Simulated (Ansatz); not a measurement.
`C[SiH2]CC=O`, 13 atoms. Total charge 0; spin multiplicity 1. All runs use 4 threads of an Arm Neoverse V1 on a shared host. Correlated methods freeze the cores.

(1) Give the basis size and wall time and peak host memory of each of these runs in Ansatz. RKS PBE0-D4/def2-SVP energy; RKS PBE-D4/def2-TZVPP energy and forces; RKS ωB97M-V/def2-SVP energy; RHF-CCSD(T)/def2-TZVPP energy; RHF-MP2/def2-QZVPP energy; RKS r2SCAN0-D4/def2-TZVPP energy; direct RPA on PBE orbitals/def2-TZVPP energy; RKS ωB97M-V/def2-QZVPP energy; RHF-CCSD(T)/def2-SVP energy; RKS PBE0-D4/def2-TZVP frequencies; RKS PBE0-D4/def2-TZVP relaxation (8 steps); RKS BLYP-D4/def2-TZVPP energy. (Best estimate.)

Results:

(1) Computed: Other jobs shared the machine, so times are rough.

| level | job | functions | wall time | peak host memory (GiB) |
| --- | --- | --- | --- | --- |
| RKS PBE0-D4/def2-SVP | energy | 114 | 1.3 s | 0.25 |
| RKS BLYP-D4/def2-TZVPP | energy | 278 | 2.6 s | 0.37 |
| RKS PBE-D4/def2-TZVPP | energy and forces | 278 | 3.1 s | 0.37 |
| RKS ωB97M-V/def2-SVP | energy | 114 | 4.9 s | 0.35 |
| RKS r2SCAN0-D4/def2-TZVPP | energy | 278 | 5.5 s | 0.73 |
| direct RPA on PBE orbitals/def2-TZVPP | energy | 278 | 6.5 s | 0.73 |
| RHF-CCSD(T)/def2-SVP | energy | 114 | 7 s | 0.59 |
| RKS ωB97M-V/def2-QZVPP | energy | 538 | 22 s | 2.5 |
| RKS PBE0-D4/def2-TZVP | relaxation (8 steps) | 209 | 31 s | 0.55 |
| RHF-MP2/def2-QZVPP | energy | 538 | 34 s | 3.9 |
| RKS PBE0-D4/def2-TZVP | frequencies | 209 | 3.2 min | 0.57 |
| RHF-CCSD(T)/def2-TZVPP | energy | 278 | 3.9 min | 7.9 |
